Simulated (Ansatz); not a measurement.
```yaml
crystal:
  periodic: [false, false, false]
  atoms:
    - {symbol: C, position_ang: [-0.296316, 1.452253, 0.938118]}
    - {symbol: N, position_ang: [0.447856, 1.238021, -0.060189]}
    - {symbol: Ga, position_ang: [0.461953, -0.487427, -0.753547]}
    - {symbol: O, position_ang: [-0.561098, -1.756709, -0.041175]}
    - {symbol: Cl, position_ang: [1.689941, -1.007969, -2.414954]}
    - {symbol: H, position_ang: [-0.329269, 2.460933, 1.371864]}
    - {symbol: H, position_ang: [-0.937080, 0.709344, 1.435834]}
    - {symbol: H, position_ang: [-0.475986, -2.608446, -0.475952]}
basis:
  gaussian: {orbitals: "6-31G*"}
magnetization: {spin_polarized: false, initial_magnetization: 2}
hamiltonian: {xc: {name: PBE}}
correlation: {method: rpa}
scf: {lower_state_search: full}
```

```sh
$ ansatz run in.yaml --threads 4 --pin off --events-out ev --progress --plain --max-ram 10444MiB
```

Output, abridged:

```
Functional definition: PBE
976 factors; integrals over basis functions are off by at most 7.0e-4 eV
mean field evaluation 1: about -69468.0986 eV, gradient 9.8e1 eV
mean field evaluation 2: about -69468.0941 eV, gradient 9.8e1 eV
mean field evaluation 4: about -69483.3443 eV, gradient 5.6e1 eV
mean field evaluation 8: about -69491.9763 eV, gradient 2.4e1 eV
mean field evaluation 16: about -69495.4339 eV, gradient 9.3e-1 eV
mean field evaluation 32: about -69495.4391 eV, gradient 9.2e-6 eV
mean field -69495.43905938 eV, -2553.9102797317 hartree, gradient 9.2e-6 eV, S^2 2.000000; 14 other end points of the search recorded, 0 dependent functions left out
17 core orbitals not correlated: weight in the atoms' cores, before any rotation towards them, 1.000 or more for the frozen orbitals, at most 0.000 for the correlated occupied ones
reference -69422.85343596 eV, -2551.2428072713 hartree; 20, 18 occupied and 68, 70 virtual orbitals, 976 factors
Total energy: -69456.50243378 eV, -2552.4793851332 hartree
```

It took 8 s on 4 threads of an AMD EPYC 9R45 on a shared host, with 0.46 GiB of host memory at the peak.
